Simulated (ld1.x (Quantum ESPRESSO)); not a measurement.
Scattering properties, RRKJ potential for Ga (Z = 31)

| Item | Value |
| --- | --- |
| Element | Ga (Z = 31) |
| Generator | ld1.x (Quantum ESPRESSO) 7.5 |
| Type | norm-conserving RRKJ (Kleinman–Bylander form) |
| Functional | PBE |
| Relativity | scalar-relativistic |
| Frozen core | [Ne] 3s2 |
| Valence charge | 19 |
| Reference configuration | 3p6 3d10 4s1 4p0 (charge +2) |
| Partial waves | 4s (bound): rc 1.60 bohr; 3p (bound): rc 0.90 bohr; 3d (bound): rc 1.15 bohr |
| Local potential | the d channel |
| Core correction | a·sin(br)/r model core, default radius (core density twice the valence density) |
| rho0 | 0.005 |

The phase is arctan(r·u′/u) with u = r·R(r), unwrapped; energies in Ry, scanned from -11 to 5 Ry. A pole is an energy at which the radial function vanishes at the test radius. The pseudo phase is shifted by a multiple of π to meet the all-electron one at the reference energy, and phase errors are pseudo minus all-electron; the curves can meet again beyond the range given. Levels narrower than the energy grid can be missing from the lists of poles.

Task: For each channel, where are the poles, and over which energies does the pseudopotential scatter like the atom?

Result:

```
channel  radius (bohr)  reference energy (Ry)  poles, all-electron  poles, pseudo  unbroken range about the reference energy with phases within 0.05 rad  phase error 1 Ry above the reference energy (rad)
      s           1.75                  -1.92                 3.60           2.15                                                              below 1.3                                             -0.014
      p           1.75                  -8.76                -8.67          -8.67                                                             below -1.7                                             +0.001
      d           1.75                  -2.89                -2.58          -2.57                                                              below 0.6                                             +0.005
```

Note: ghost state, extra bound levels that the all-electron valence spectrum of the same l lacks: s at -411.7 eV. A true bound ghost makes a file unfit for plane-wave use.

Phases in the p channel:

| E (Ry) | all-electron | pseudo |
| --- | --- | --- |
| -11.00 | 1.363 | 1.363 |
| -10.52 | 1.353 | 1.353 |
| -10.04 | 1.338 | 1.338 |
| -9.56 | 1.311 | 1.312 |
| -9.08 | 1.202 | 1.203 |
| -8.60 | -1.639 | -1.638 |
| -8.12 | -1.750 | -1.749 |
| -7.64 | -1.780 | -1.779 |
| -7.16 | -1.800 | -1.799 |
| -6.68 | -1.817 | -1.815 |
| -6.20 | -1.834 | -1.832 |
| -5.72 | -1.852 | -1.850 |
| -5.24 | -1.873 | -1.870 |
| -4.76 | -1.896 | -1.893 |
| -4.28 | -1.925 | -1.920 |
| -3.80 | -1.960 | -1.953 |
| -3.32 | -2.005 | -1.995 |
| -2.84 | -2.064 | -2.049 |
| -2.36 | -2.146 | -2.122 |
| -1.88 | -2.265 | -2.227 |
| -1.40 | -2.449 | -2.383 |
| -0.92 | -2.744 | -2.628 |
| -0.44 | -3.178 | -3.000 |
| 0.04 | -3.645 | -3.458 |
| 0.52 | -3.993 | -3.850 |
| 1.00 | -4.213 | -4.114 |
| 1.48 | -4.353 | -4.282 |
| 1.96 | -4.448 | -4.393 |
| 2.44 | -4.515 | -4.471 |
| 2.92 | -4.566 | -4.529 |
| 3.40 | -4.606 | -4.574 |
| 3.88 | -4.639 | -4.610 |
| 4.36 | -4.667 | -4.640 |
| 4.84 | -4.691 | -4.666 |
